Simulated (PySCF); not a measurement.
How methods differ on the excitation energy of V+

V+ [Ar] 3d4 (5D) → V+ [Ar] 3d3 4p1 (high-spin determinant), as a difference of total energies. Computed with PySCF 2.14 in x2c-TZVPPall (6s5p4d2f1g, 64 functions), with scalar relativity by spin-free X2C-1e. Correlated levels: valence: [Ar] frozen. The calculations carry no spin-orbit coupling.

| method | excitation energy (cm⁻¹) |
| --- | --- |
| UHF | 28022 |
| MP2 (valence) | 32513 |
| SCS-MP2 (valence) | 29519 |
| CCSD (valence) | 32510 |
| CCSD(T) (valence) | 32533 |

A first-order spin-orbit estimate (lowest level to lowest level, LS coupling) adds -0.029 eV.

The basis was made for the ground configuration and has no added diffuse functions, so the excitation energy can come out too high.

The determinant of the upper state mixes LS terms, which raises its energy above the lowest term, most at the Hartree-Fock and MP2 levels.
